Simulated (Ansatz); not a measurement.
Basis sets compared for Ga(PH3)F3 (GaPH₃F₃). Total charge 0; singlet. Geometry PBE0-D4/def2-SVP. Ansatz on 2 threads of Arm Neoverse V2 on a shared host; times are rough, and most runs start from earlier orbitals.

```xyz
8

F     2.197   -0.749    0.632
F     0.066    0.429    2.368
F     1.248    2.046    0.147
Ga    0.961    0.472    0.862
P    -0.780   -0.384   -0.699
H    -1.237   -1.707   -0.498
H    -0.448   -0.423   -2.072
H    -2.007    0.317   -0.742
```

Binding counts from free atoms (F doublet, Ga doublet, P quartet, H doublet) in the same basis, without a counterpoise term.

```json
{"level": "PBE-D4/def2-SVP", "functions": "107", "energy (Eh)": "-2566.3393", "HOMO (eV)": "-7.89", "LUMO (eV)": "-1.44", "binding per atom (eV)": "3.29", "wall time": "1.1 s"}
{"level": "PBE0-D4/def2-SVP", "functions": "107", "energy (Eh)": "-2566.4121", "HOMO (eV)": "-9.61", "LUMO (eV)": "-0.58", "binding per atom (eV)": "3.19", "wall time": "1.8 s"}
```

Estimate the rows for PBE-D4/def2-TZVP (with forces), PBE0-D4/def2-TZVP.


```tsv
level	functions	energy (Eh)	HOMO (eV)	LUMO (eV)	binding per atom (eV)	wall time
PBE-D4/def2-TZVP (with forces)	196	-2567.0893	-8.20	-1.81	3.28	2.8 s
PBE0-D4/def2-TZVP	196	-2567.1574	-9.78	-0.91	3.19	3.6 s
```
